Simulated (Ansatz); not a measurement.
Molecule: trifluoro(isocyanato)silane, CF$_{3}$NOSi, charge 0, multiplicity 1. SMILES: O=C=N[Si](F)(F)F
Structure (B3LYP-D3(BJ)/def2-TZVP (Ansatz, a quantum-chemistry and plane-wave program) minimum search):
```xyz
7

O      3.2467    -0.1067    -0.2157
C      2.0996    -0.0895    -0.0398
N      0.9217    -0.0790     0.1757
Si    -0.7376     0.0254     0.0432
F     -1.4002    -0.2320     1.4439
F     -1.1694     1.4519    -0.4580
F     -1.2856    -1.0436    -0.9715
```

Wanted: vertical ionisation energy (to the doublet state of charge +1; each state is the SCF solution reached for its spin; the UHF <S^2> is 0.93 for the doublet (pure: 0.75)), in eV. Correlated levels leave the core frozen unless marked. UHF or UKS for open shells. Spin-orbit coupling is left out. No relativistic terms. CBS marks a two-point X^-3 extrapolation of the correlation energy; Hartree-Fock from the larger set. The bracket is a focal-point correction in the basis named.

RI-MP2/CBS(aug-cc-pV(T+d)Z,aug-cc-pV(Q+d)Z)+[CCSD(T)-MP2]/aug-cc-pV(T+d)Z (Ansatz) gives 12.62 eV.

### Question
Another calculation gave 12.47 eV. Which level was it?
(A) PBE/def2-TZVPD (Ansatz)
(B) wB97X-V/def2-TZVPD (Ansatz)
(C) r2SCAN/def2-TZVPD (Ansatz)

### Answer
B, wB97X-V/def2-TZVPD (Ansatz). The others give 12.03 (PBE), 12.17 (r2SCAN) eV.
